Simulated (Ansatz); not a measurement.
CH₇BrO₂Si₂, SMILES `CO[SiH](Br)O[SiH3]`, charge 0, multiplicity 1.

(1) Give a relaxed structure at PBE0-D4/def2-TZVP (Ansatz). (Best estimate.)

## Answers

(1) The calculation gave: 
Z-matrix (Å, degrees):
```
C
O 1 1.412
H 1 1.095 2 111.3
H 1 1.090 2 107.9 3 -119.2
H 1 1.094 2 111.0 3 121.5
Si 2 1.622 1 126.2 3 -61.1
O 6 1.609 2 108.1 1 -173.8
Br 6 2.225 2 109.1 1 -54.0
H 6 1.473 2 112.7 1 64.9
Si 7 1.646 6 143.7 2 55.1
H 10 1.483 7 109.1 6 -97.8
H 10 1.484 7 110.2 6 22.8
H 10 1.482 7 107.9 6 142.9
```
This is one stationary point; other conformers may exist.
